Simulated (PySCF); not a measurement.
Compound: HCF2CF2OMe, C3H4F4O.
Cartesian coordinates in Å at the GFN2-xTB level; atoms count from 1:
```xyz
12
C3H4F4O angstrom
C     -1.9185    0.1368    0.1106
O     -0.5626    0.6080    0.0607
C      0.3770   -0.3310    0.1634
F      0.2477   -1.3120   -0.7651
F      0.3090   -0.9961    1.3591
C      1.7700    0.3332    0.0677
F      1.8864    0.9843   -1.1006
F      2.7393   -0.5936    0.1138
H     -2.5288    1.0306    0.0262
H     -2.1086   -0.3670    1.0598
H     -2.1173   -0.5395   -0.7220
H      1.9077    1.0456    0.8946
```

Theory: TDDFT CAM-B3LYP/def2-SVPD, vertical, gas phase, core orbitals frozen in the response (PySCF 2.14.0, density-fitted response routines).

Transition dipole moments from the ground state, in atomic units and in the frame of the coordinates above (overall signs are arbitrary), for the states with f of 0.002 or more among the lowest 7:

```json
{"state": "S1", "E (eV)": "9.097", "μx": "-0.019", "μy": "-0.010", "μz": "-0.177"}
{"state": "S2", "E (eV)": "9.528", "μx": "-0.099", "μy": "0.015", "μz": "0.200"}
{"state": "S3", "E (eV)": "9.785", "μx": "-0.107", "μy": "-0.222", "μz": "-0.243"}
{"state": "S4", "E (eV)": "10.143", "μx": "0.363", "μy": "0.089", "μz": "0.059"}
{"state": "S5", "E (eV)": "10.184", "μx": "-0.213", "μy": "0.005", "μz": "0.086"}
{"state": "S6", "E (eV)": "10.292", "μx": "0.231", "μy": "-0.216", "μz": "-0.083"}
{"state": "S7", "E (eV)": "10.335", "μx": "0.271", "μy": "-0.005", "μz": "0.097"}
```

(1) What oscillator strength does each state have?

(2) What angle do the transition dipoles of S3 and S7 make?

(3) How is the summed strength of these states shared among x, y and z?

(4) What peak molar absorption coefficient would the strongest computed level give as a lone Gaussian band 0.5 eV wide at half height?

Answers

(1) f = (2/3) ΔE |μ|² with ΔE in hartree (27.2114 eV).

```csv
state,|μ|² (au),|μ| (D),f
S1,0.032,0.45,0.007
S2,0.050,0.57,0.012
S3,0.120,0.88,0.029
S4,0.143,0.96,0.036
S5,0.053,0.58,0.013
S6,0.107,0.83,0.027
S7,0.083,0.73,0.021
```

(2) |cos θ| = |μa·μb| / (|μa| |μb|) = 0.52, so θ ≈ 59° (taken between 0 and 90°, since the signs are arbitrary).

(3) (2/3) Σ ΔE μα² gives 0.081 for x, 0.026 for y and 0.037 for z, 0.144 in all.

(4) ε(max) = 2.175×10⁸ f / FWHM, with the width in cm⁻¹. S4: 2.175×10⁸ × 0.0356 / 4033 ≈ 1900 L mol⁻¹ cm⁻¹.

One conformer stands for the species.

Without π bonds the low states may be Rydberg-like; a valence basis with one diffuse set may place them up to an eV too high.
